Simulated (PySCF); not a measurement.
P¹³⁺: ionisation energy

P¹³⁺ 1s2 (1S) → P¹⁴⁺ 1s1 (2S), as a difference of total energies. Computed with PySCF 2.14 in an uncontracted even-tempered set (17 s from 8.4 bohr⁻², ratio 2.2; 7 p from 13 bohr⁻², ratio 2.4; 4 d from 39 bohr⁻², ratio 2.4; 3 f from 58 bohr⁻², ratio 2.4; 3 g from 88 bohr⁻², ratio 2.4), with scalar relativity by spin-free X2C-1e. Correlated levels: nothing frozen; virtual orbitals above 40 to 60 times the deepest correlated orbital energy dropped. The calculations carry no spin-orbit coupling.

| method | ionisation energy (eV) |
| --- | --- |
| UHF | 2816.7 |
| MP2 (all electrons) | 2818.0 |
| SCS-MP2 (all electrons) | 2818.2 |
| CCSD (all electrons) | 2818.0 |

With two correlated electrons CCSD is exact in that space.

For comparison: 2816.9 eV (theoretical estimate listed by NIST; NIST Atomic Spectra Database, ionization energies).
